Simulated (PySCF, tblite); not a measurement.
# A complex of CH3NSi and water

A gas-phase complex of CH3NSi and water; neutral, singlet. The structure comes from a short search (6 tight-binding starts) and was relaxed by PBE0-D3(BJ)/def2-SVPD; another way of binding may lie lower. Frequencies by PBE0-D3(BJ)/def2-SVPD show no clear imaginary mode.

Parts: 1 = CH3NSi (N#C[SiH3]), atoms 1–6; 2 = water (O), atoms 7–9.

```xyz
9

N    -2.040   -0.331    1.323
C    -1.056   -0.171    0.731
Si    0.490    0.074   -0.284
H     1.001   -1.260   -0.684
H     0.150    0.939   -1.439
H     1.459    0.754    0.620
O    -1.755   -1.375   -1.858
H    -1.707   -2.318   -2.037
H    -2.390   -1.286   -1.139
```
Atoms count from 1 in this order.

Contacts between parts, classed by geometry: H6–Si3···O7 3.102 Å (tetrel bond, 173°).

Interaction energies are complex less parts, with the parts frozen as they stand in it; counterpoise-corrected, in kcal/mol (PySCF).

Question: How strongly do the parts interact, level by level?

Answer: 
```csv
level,interaction,superposition error removed
wB97M-D3(BJ)/def2-TZVPD,-5.00,-0.10
PBE0-D3(BJ)/def2-TZVPD,-4.75,-0.10
```

Question: What holds them together? Decompose the wB97M-D3(BJ)/def2-TZVPD energy: frozen parts, their antisymmetrised product, then relaxation.

Answer: electrostatic -7.8, Pauli repulsion +6.6, orbital relaxation -2.4, dispersion correction -1.5 kcal/mol, which sum to the value before the counterpoise correction; the Pauli term holds the exchange-correlation of the frozen density too. Of the attraction, 67 % is electrostatic, 21 % is orbital relaxation, 13 % is dispersion correction.

The parts were also relaxed and run alone, at the levels used for the complex: shieldings by PBE0/pcSseg-2; core levels by delta-SCF with SCAN, pcX-2 on the ionised atom and pcseg-1 elsewhere, spin-free X2C (2p3/2 is the spin-free 2p value less a third of a first-order spin-orbit splitting).

Values alone: H6–Si3 bond (Å): 1.486; shielding of Si3 (ppm): 440.3; shielding of O7 (ppm): 328.9; shielding of H6 (ppm): 27.11; C2 1s core level (eV): 292.11; Si3 2p3/2 core level (eV): 108.36; O7 1s core level (eV): 539.76.

Question: How do these values change when the complex forms?

Answer: 
```json
{"property": "H6–Si3 bond (Å)", "alone": "1.486", "in the complex": "1.489", "change": "+0.003"}
{"property": "shielding of Si3 (ppm)", "alone": "440.3", "in the complex": "436.9", "change": "-3.4"}
{"property": "shielding of O7 (ppm)", "alone": "328.9", "in the complex": "303.0", "change": "-25.8"}
{"property": "shielding of H6 (ppm)", "alone": "27.11", "in the complex": "27.23", "change": "+0.11"}
{"property": "C2 1s core level (eV)", "alone": "292.11", "in the complex": "292.00", "change": "-0.11"}
{"property": "Si3 2p3/2 core level (eV)", "alone": "108.36", "in the complex": "107.98", "change": "-0.38"}
{"property": "O7 1s core level (eV)", "alone": "539.76", "in the complex": "539.73", "change": "-0.03"}
```

The core-hole state of C2 is spin-contaminated (⟨S²⟩ 0.83 against 0.75 for a pure doublet), so that value and differences from it are less sure.

The 5 runs behind this took 5.4 min in all, one thread each of Intel Xeon 6975P-C on a shared host, launched as `OMP_NUM_THREADS=1 python cluster_run.py task.json out`.
